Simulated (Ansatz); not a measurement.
The same path of CH$_{5}$BFNS (10 atoms, charge 0, multiplicity 1) was run twice with different band settings. The coordinate that changes most is the dihedral H6–B1–C2–F4.

The calculation used RHF/def2-SVPD in Ansatz.

Relaxed end points:

```xyz
10
Properties=species:S:1:pos:R:3
B -0.592 0.755 -0.416
C 0.039 -0.680 0.000
N 0.010 -1.206 1.179
F 0.678 -1.406 -0.851
S 0.963 1.923 -0.525
H -1.278 1.122 0.517
H -1.182 0.627 -1.464
H 0.485 -2.062 1.387
H -0.459 -0.714 1.910
H 1.419 1.589 -1.735
```

```xyz
10
Properties=species:S:1:pos:R:3
B -0.594 0.752 -0.420
C 0.038 -0.682 -0.002
N 0.014 -1.205 1.177
F 0.673 -1.410 -0.854
S 0.958 1.924 -0.509
H -1.173 0.627 -1.474
H -1.290 1.115 0.507
H 0.488 -2.061 1.387
H -0.453 -0.710 1.908
H 1.423 1.599 -1.719
```

Common settings: movable images 7; climbing image yes; spring 5.0 eV/Å²; optimiser quadratic models (default); start path IDPP; force threshold 0.05 eV/Å; end points relaxed.

| run | iteration limit |
| --- | --- |
| 1 | 60 |
| 2 | 6 |

Problem. What does each run give, and how far can it be trusted?

Solution. Run 1: converged after 19 iterations, highest image 1.108 eV above the first end. A vibrational analysis at the climbing image gives one clearly imaginary mode, 261i cm⁻¹: a first-order saddle point.
Run 2: not converged after 6 iterations, highest image 2.243 eV above the first end. The band didn't meet its force threshold, so its energies are provisional: the largest band force was still 2.27 eV/Å, and over the last iterations the top moved between 2.24 and 3.16 eV.
